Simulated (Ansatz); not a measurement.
The inner images of a band of GaH₂Te (4 atoms, charge 0, multiplicity 2) are given out of order.

Computed with UKS revPBE/def2-SVP in Ansatz 0.2.0.

First end point:

```xyz
4
Properties=species:S:1:pos:R:3
Ga -0.500 -0.804 0.629
Te 0.754 0.981 -0.776
H 0.429 -1.924 1.347
H -0.684 1.748 -1.200
```

Last end point:

```xyz
4
Properties=species:S:1:pos:R:3
Ga 0.772 -0.944 0.610
Te 0.784 1.172 -0.914
H -0.658 -1.498 1.141
H -0.898 1.271 -0.838
```

Q: Put them in order from the first end to the last, with their energies above the first end.
A.
```xyz
4
Properties=species:S:1:pos:R:3
Ga 0.599 -1.176 0.274
Te 0.775 1.122 -0.972
H -0.509 -1.387 1.445
H -0.865 1.441 -0.747
```
B.
```xyz
4
Properties=species:S:1:pos:R:3
Ga -0.466 -0.929 0.403
Te 0.780 0.947 -0.909
H 0.376 -1.780 1.498
H -0.690 1.762 -0.992
```
C.
```xyz
4
Properties=species:S:1:pos:R:3
Ga -0.284 -1.209 0.087
Te 0.719 0.911 -1.195
H 0.170 -1.429 1.650
H -0.606 1.727 -0.542
```
D.
```xyz
4
Properties=species:S:1:pos:R:3
Ga 0.132 -1.301 0.037
Te 0.748 1.011 -1.116
H -0.152 -1.331 1.651
H -0.728 1.621 -0.572
```
E.
```xyz
4
Properties=species:S:1:pos:R:3
Ga -0.399 -1.065 0.221
Te 0.780 0.929 -1.052
H 0.288 -1.605 1.598
H -0.669 1.740 -0.766
```

A: B (+1.4 kcal/mol), E (+4.3 kcal/mol), C (+5.8 kcal/mol), D (+4.6 kcal/mol), A (+2.4 kcal/mol).

Time of the run: 89 s on 1 thread of Arm Neoverse V1, on a shared host, peak memory 0.25 GiB.
